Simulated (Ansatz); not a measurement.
Reaction (ligand exchange at the Si–C bond): `C[SiH2]C(N)F` + HBr → `C[SiH2]Br` + `NCF`

Program: Ansatz. Geometries: PBE0-D4/def2-TZVP. ΔE: electronic, gas phase. CBS: MP2 limit from def2 TZ/QZ plus the TZ coupled-cluster correction, frozen cores. Functionals use def2-TZVPP. B3LYP here is the variant with VWN-RPA as its local correlation; programs differ in this. For Br outer-core shells are correlated without core-valence functions, which leaves a few kJ/mol of doubt a bond. Scalar relativity is left out up to krypton. Each species was taken in one conformer, which may not be the lowest.

`C[SiH2]C(N)F`:

```xyz
13

C    -1.451   -0.826    0.645
Si    0.146   -1.054   -0.299
C     0.919    0.648   -0.675
N     1.039    1.446    0.475
F     0.113    1.260   -1.682
H    -1.942   -1.789    0.805
H    -1.275   -0.380    1.626
H    -2.139   -0.186    0.088
H     1.125   -1.847    0.492
H    -0.096   -1.744   -1.593
H     1.906    0.539   -1.135
H     0.161    1.599    0.949
H     1.493    2.334    0.304
```

HBr:

Cartesian coordinates in Å:
```
Br -0.707 -0.028 0.064
H 0.707 0.028 -0.064
```

`C[SiH2]Br`:

Z-matrix (Å, degrees):
```
C
Si 1 1.858
H 1 1.092 2 110.7
H 1 1.094 2 109.9 3 119.8
H 1 1.092 2 110.7 3 -120.4
Br 2 2.229 1 109.7 3 60.1
H 2 1.483 1 111.7 3 178.6
H 2 1.483 1 111.7 3 -58.3
```

`NCF`:

```xyz
7

N    -0.090   -0.888   -0.030
C     0.178    0.461    0.239
F    -0.322    1.343   -0.735
H    -1.079   -1.095   -0.050
H     0.342   -1.211   -0.884
H    -0.286    0.757    1.182
H     1.256    0.632    0.278
```

Q: Is it downhill or uphill in electronic energy at CCSD(T)/CBS, and by how much? (Best estimate.)

A: Computed: Downhill: ΔE = -29.8 kcal/mol.

Q: What do these levels give: PBE-D4, r2SCAN-D4, PBE0-D4, ωB97M-V, B2PLYP, r2SCAN, PBE0, B3LYP, SCS-MP2/def2-TZVPP, CCSD(T)/def2-TZVPP, HF/def2-QZVPP, SCS-MP2/def2-QZVPP? (Best estimate.)

A: Ansatz gave: PBE-D4 -27.8, r2SCAN-D4 -29.3, PBE0-D4 -29.5, ωB97M-V -28.9, B2PLYP -30.1, r2SCAN -29.6, PBE0 -30.3, B3LYP -29.9, SCS-MP2/def2-TZVPP -30.4, CCSD(T)/def2-TZVPP -28.8, HF/def2-QZVPP -34.3, SCS-MP2/def2-QZVPP -31.0 kcal/mol.

Largest T1 diagnostic among the species: 0.011.

The D4 term adds +1.3 kcal/mol with B3LYP and +0.8 kcal/mol with PBE0; it sums over pairs of atoms, weighted by their polarisabilities, and B3LYP, whose exchange is more repulsive, gets the larger term. From PBE to PBE0 (25 % exact exchange), in def2-TZVPP and without D4, ΔE moves by −1.7 kcal/mol.
